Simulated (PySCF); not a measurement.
GeH₃, charge +1, multiplicity 1.

```xyz
4

Ge     0.0000     0.0000     0.0000
H      1.5190     0.0000     0.0000
H     -0.7595    -1.3155     0.0000
H     -0.7595     1.3155     0.0000
```
Charge +1, spin multiplicity 1.

The structure is a stationary point at r2SCAN-D4/def2-TZVPD. The spin state was assumed, not searched. The isomer is the one that the SMILES or the coordinates give; other isomers of the formula were not compared.

Calculation: PBE/pcSseg-2 run with PySCF. Non-relativistic, no solvent.

Computed absolute GIAO shielding of each atom: isotropic value and principal components (ppm):
```tsv
atom	σ(iso)	σ11	σ22	σ33	span
Ge1	429.7	-80.2	-80.2	1449.4	1529.6
H2	21.9	18.1	19.4	28.0	9.9
H3	21.9	18.1	19.4	28.0	9.9
H4	21.9	18.1	19.4	28.0	9.9
```
